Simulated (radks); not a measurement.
Values are calculated unless marked as measured or tabulated.
Neutral caesium inside a hard spherical wall (all orbitals vanish at R), configuration held at [Xe] 6s1 and not refilled when levels cross. Level of theory: scalar-relativistic Kohn-Sham, LDA (Slater exchange, Perdew-Wang correlation), spin-unpolarised, spherical densities, point nucleus (a radial shooting solver on a logarithmic mesh with Libxc functionals). Eigenvalues in eV, with the zero of energy where the potential of the charges vanishes at infinity; a dash marks a level that is unbound or too diffuse for the functional's potential to be trusted. A positive occupied level is held by the wall or, in an anion where self-interaction has pushed it up, behind a barrier. The pressure on the wall is -dE/dV.

| R (bohr) | E (hartree) | kinetic (hartree) | e(4d) | e(5s) | e(5p) | e(6s) | e(6p, empty) | e(5d, empty) | pressure (GPa) |
|---|---|---|---|---|---|---|---|---|---|
| free | -7780.8336 | 8196.167 | -74.256 | -26.898 | -13.606 | -2.225 | -0.780 | -0.478 | 0 |
| 20 | -7780.8336 | 8196.167 | -74.255 | -26.897 | -13.605 | -2.224 | -0.773 | -0.474 | < 0.0001 |
| 15 | -7780.8334 | 8196.169 | -74.230 | -26.872 | -13.580 | -2.205 | -0.695 | -0.430 | 0.00165 |
| 12 | -7780.8317 | 8196.181 | -74.108 | -26.753 | -13.464 | -2.096 | -0.416 | -0.274 | 0.0218 |
| 10 | -7780.8260 | 8196.212 | -73.862 | -26.513 | -13.232 | -1.815 | 0.166 | 0.031 | 0.122 |
| 7 | -7780.7723 | 8196.425 | -72.836 | -25.548 | -12.317 | 0.139 | 3.511 | 1.477 | 2.16 |
| 6 | -7780.7003 | 8196.702 | -71.975 | -24.795 | -11.609 | 2.346 | 6.875 | 2.758 | 7.16 |
| 4 | -7779.8290 | 8200.242 | -65.063 | -19.375 | -5.988 | 21.363 | 31.565 | 12.068 | 184 |
| 3 | -7776.7355 | 8211.633 | -51.056 | -7.221 | 8.265 | 66.574 | 83.570 | 33.050 | 1680 |
| 1.5 | -7698.2692 | 8449.044 | 65.858 | 208.92 | 251.37 | 637.77 | 678.80 | 315.21 | 230000 |
